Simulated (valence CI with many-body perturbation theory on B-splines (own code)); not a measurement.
From CI to CI+MBPT in C I

Computed by valence CI with perturbative core correlation (CI+MBPT): four valence electrons over a frozen Dirac-Fock core [He], a basis of 11 s, 11 p, 9 d, 7 f, 5 g, 2 h, 1 i functions for each j, with the one-electron correlation potential Σ1, the two-electron term Σ2, the three-electron term Σ3, Breit, model QED; selected CI, second order for the rest, scaled by the run's own slope (own B-spline code, finite nucleus).

Against 36 measured levels this calculation errs by 37 cm⁻¹ on average and by 83 at most. These come from a selection out of the NIST Handbook of Basic Atomic Spectroscopic Data. Levels without a partner in it may be off by more. Among the levels kept, up to 900 cm⁻¹ of a level comes from second order outside the variational space, and about a tenth of that is noise between levels of different J, which matters for small intervals.

Each rung adds one term. CI alone is the Dirac-Coulomb CI over the frozen core; QED comes last and gives the full result, which names the levels. Energies are above 2s2 2p2 3P_0 on the same rung, in cm⁻¹.

```
          Level  CI alone   + Σ1   + Σ2   + Σ3  + Breit   Full
   2s2 2p2 3P_1      20.4   21.6   21.8   21.9     18.7   18.7
   2s2 2p2 3P_2      68.7   71.5   70.7   70.7     55.7   55.8
   2s2 2p2 1D_2     10226  10286  10301  10264    10253  10253
   2s2 2p2 1S_0     21597  21680  21805  21738    21731  21731
   2s 2p3 5S°_2     33978  33661  33668  33695    33682  33675
2s2 2p 3s 3P°_0     59973  60386  60335  60283    60279  60282
2s2 2p 3s 3P°_1     60002  60415  60364  60312    60303  60306
2s2 2p 3s 3P°_2     60046  60461  60409  60357    60339  60342
2s2 2p 3s 1P°_1     61656  62081  62002  61950    61936  61940
   2s 2p3 3D°_1     64403  64250  64154  64118    64107  64100
   2s 2p3 3D°_2     64407  64256  64159  64123    64110  64103
   2s 2p3 3D°_3     64412  64261  64170  64134    64112  64106
 2s2 2p 3p 1P_1     68545  68960  68881  68828    68816  68819
 2s2 2p 3p 3D_1     69372  69786  69708  69656    69649  69651
 2s2 2p 3p 3D_2     69397  69812  69732  69680    69670  69672
 2s2 2p 3p 3D_3     69428  69844  69764  69712    69693  69696
 2s2 2p 3p 3S_1     70428  70841  70765  70714    70700  70702
 2s2 2p 3p 3P_0     71026  71438  71360  71308    71300  71302
 2s2 2p 3p 3P_1     71049  71462  71381  71329    71318  71321
```

Task: How does the ionisation energy move along the ladder, and which term matters most?

Result: CI alone 11.215, + Σ1 11.270, + Σ2 11.260, + Σ3 11.254, + Breit 11.253, + QED 11.254 eV. The largest step is Σ1, 0.055 eV. NIST lists 11.2603 eV (measured).
